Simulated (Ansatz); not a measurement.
Consider the ligand exchange at a Ti–Cl bond: `[SH][Ti]([SH])([SH])[Cl]` + H₂S → `[SH][Ti]([SH])([SH])[SH]` + HCl.

Computed with Ansatz on PBE0-D4/def2-TZVP structures; ΔE is electronic, products minus reactants. CCSD(T)/CBS is the MP2 limit (def2-TZVPP, def2-QZVPP) plus CCSD(T) − MP2 in def2-TZVPP, frozen cores. This one scheme is used for every species. DFT in def2-TZVPP. For Ti outer-core shells are correlated without core-valence functions, which leaves a few kJ/mol of doubt a bond. Scalar relativity is left out up to krypton. One conformer a species, not always the lowest.

```
         level  ΔE (kJ/mol)
     r2SCAN-D4         61.4
       PBE0-D4         58.8
       ωB97X-V         64.4
MP2/def2-QZVPP         54.8
```

(1) What does CCSD(T)/CBS give? (Estimate.)

Largest T1 diagnostic among the species: 0.029, so the coupled-cluster value is less sure than usual.

## Answers

(1) The calculation gave: +58.5 kJ/mol. The listed levels differ from it by 2.9, 0.3, 5.9, -3.7 kJ/mol.

In def2-TZVPP, CCSD(T) changes the Hartree–Fock value by −17.6 kJ/mol (the triples alone add −3.9 kJ/mol) and MP2 by −21.2 kJ/mol. The D4 term adds −3.8 kJ/mol with B3LYP and −2.2 kJ/mol with PBE0; it sums over pairs of atoms, weighted by their polarisabilities, and B3LYP, whose exchange is more repulsive, gets the larger term.

B3LYP here is the variant with VWN-RPA as its local correlation; programs differ in this.
